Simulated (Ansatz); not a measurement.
Species: CH₂S, SMILES `C=S` (charge 0, multiplicity 1).

Question: Give a relaxed geometry from B3LYP-D3(BJ)/def2-TZVP (Ansatz, a first-principles code).

Answer: the end point of this relaxation (outside a Z-matrix the atoms follow the SMILES, hydrogens last).
Cartesian coordinates (Å) in one orientation:
```xyz
4

C     -0.111    -0.002     0.003
S      1.494     0.031    -0.036
H     -0.710     0.906     0.020
H     -0.673    -0.935     0.013
```
